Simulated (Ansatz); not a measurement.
Relaxation of C₃H₈GeSe (13 atoms, charge 0, multiplicity 1), to a largest force component of 0.015 eV/Å in at most 40 steps.

Method: Ansatz 0.2.0, RHF/def2-SVP.

```xyz
13
Properties=species:S:1:pos:R:3:forces:R:3
C -1.443 -0.582 0.423 -1.77 1.75 -0.30
C -0.067 -0.013 0.518 2.01 -0.98 -1.55
Ge -0.001 1.816 -0.192 1.52 -0.52 -1.50
C 0.221 1.024 1.570 -2.08 0.18 0.34
Se 1.973 1.039 2.262 -0.19 -1.69 2.45
H -1.713 -0.922 -0.603 0.40 -0.06 0.84
H -1.611 -1.347 1.157 -0.42 -0.66 0.34
H -2.165 0.301 0.629 0.80 -1.81 -0.13
H 0.825 -0.701 0.252 -1.84 1.21 0.57
H 1.336 1.914 -1.064 -1.19 0.52 0.70
H -1.378 2.194 -0.731 0.34 0.36 0.11
H -0.662 1.202 2.254 1.54 -0.03 -0.45
H 1.633 -0.160 3.260 0.89 1.72 -1.42
```

Task: Where does it end, and by what steps?

Result: The run converged. After 9 steps the energy has fallen by 1.046 eV; H11 moved furthest, 0.53 Å.

```
step  energy less start (eV)  largest force component (eV/Å)  accepted
   0                  0.0000                           2.449       yes
   1                 -0.8902                           0.696       yes
   2                 -1.0054                           0.478       yes
   3                 -1.0322                           0.249       yes
   4                 -1.0339                           0.179       yes
   5                 -1.0093                           0.517        no
   6                 -1.0445                           0.045       yes
   7                 -1.0455                           0.075       yes
   8                 -1.0460                           0.034       yes
   9                 -1.0460                           0.008       yes
```

```xyz
13
Properties=species:S:1:pos:R:3
C -1.492 -0.687 0.498
C -0.151 0.015 0.404
Ge 0.107 1.792 -0.344
C 0.193 1.068 1.466
Se 1.867 0.984 2.417
H -1.700 -1.255 -0.410
H -1.506 -1.384 1.341
H -2.312 0.018 0.641
H 0.672 -0.662 0.193
H 1.402 2.138 -1.055
H -1.103 2.649 -0.682
H -0.636 1.339 2.114
H 1.607 -0.249 3.154
```

Whether the end is a true minimum wasn't checked by a vibrational analysis.

Run time: 57 s on 2 threads of Intel(R) Xeon(R) Platinum 8259CL CPU @ 2.50GHz (Skylake/Cascade Lake), with other jobs on the host, peak memory 0.49 GiB.
